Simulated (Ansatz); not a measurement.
`BC(C)C` + `CC(F)[SiH3]` → `BC(C)(F)[SiH3]` + propane  (formal exchange of groups at a B–C bond)

Isolated molecules relaxed with PBE0-D4/def2-TZVP in Ansatz; ΔE leaves out vibrations. CBS: MP2 limit from def2 TZ/QZ plus the TZ coupled-cluster correction, frozen cores. Functionals use def2-TZVPP.

`BC(C)C`:

Z-matrix (Å, degrees):
```
C
C 1 1.524
C 1 1.524 2 112.3
B 1 1.546 2 116.9 3 139.3
H 1 1.119 2 107.1 3 -117.3
H 2 1.094 1 111.6 3 55.6
H 2 1.094 1 110.4 3 -63.6
H 2 1.092 1 111.7 3 176.8
H 3 1.092 1 111.7 2 -176.9
H 3 1.094 1 110.4 2 63.6
H 3 1.094 1 111.6 2 -55.6
H 4 1.199 1 120.5 2 -161.9
H 4 1.199 1 120.5 2 24.5
```

`CC(F)[SiH3]`:

Cartesian coordinates in Å:
```
C 0.130 0.909 1.085
C -0.653 0.208 0.001
F -1.140 1.166 -0.900
Si 0.354 -1.063 -0.993
H 1.007 1.413 0.675
H -0.493 1.652 1.588
H 0.468 0.185 1.832
H -1.533 -0.282 0.436
H 0.810 -2.137 -0.069
H 1.537 -0.394 -1.592
H -0.488 -1.657 -2.061
```

`BC(C)(F)[SiH3]`:

Cartesian coordinates in Å:
```
B -0.365 1.501 0.292
C 0.533 0.330 -0.034
C 0.671 -0.278 -1.412
F 1.781 0.320 0.592
Si -0.621 -0.871 1.044
H -1.425 1.552 -0.265
H -0.098 2.258 1.174
H 1.368 0.324 -1.999
H 1.059 -1.299 -1.374
H -0.292 -0.285 -1.925
H -1.635 -1.495 0.161
H 0.325 -1.879 1.577
H -1.301 -0.177 2.169
```

`CCC`:

```xyz
11

C    -0.190    0.323    1.229
C     0.193    0.538   -0.225
C     0.047   -0.722   -1.062
H     0.437   -0.445    1.691
H    -1.229   -0.005    1.318
H    -0.079    1.239    1.815
H    -0.426    1.334   -0.653
H     1.226    0.897   -0.282
H     0.326   -0.549   -2.104
H    -0.985   -1.084   -1.050
H     0.681   -1.525   -0.676
```

CCSD(T)/CBS gives -15.1 kJ/mol.

Question: Another level gave -26.8 kJ/mol. Which?
A. revPBE-D4/def2-TZVPP
B. revPBE/def2-TZVPP
C. BHLYP/def2-TZVPP
D. LDA (SPW92)/def2-TZVPP

Answer: A. revPBE-D4 -26.8, revPBE -22.5, LDA (SPW92) -34.2, BHLYP -8.7 kJ/mol.

Question: What do rigid-rotor, harmonic-oscillator terms from PBE0-D4/def2-TZVP frequencies (298.15 K, 1 bar) make of the CCSD(T)/CBS value? (An estimate is asked.)

Answer: The calculation gave: ΔZPE = +2.3 kJ/mol, ΔH = -12.8 kJ/mol, ΔS = -10 J/(mol·K), ΔG = -9.8 kJ/mol.

Largest T1 diagnostic among the species: 0.013.

From PBE to PBE0 (25 % exact exchange), in def2-TZVPP and without D4, ΔE moves by +5.6 kJ/mol. In def2-TZVPP, CCSD(T) changes the Hartree–Fock value by −20.2 kJ/mol (the triples alone add −4.0 kJ/mol) and MP2 by −20.5 kJ/mol.
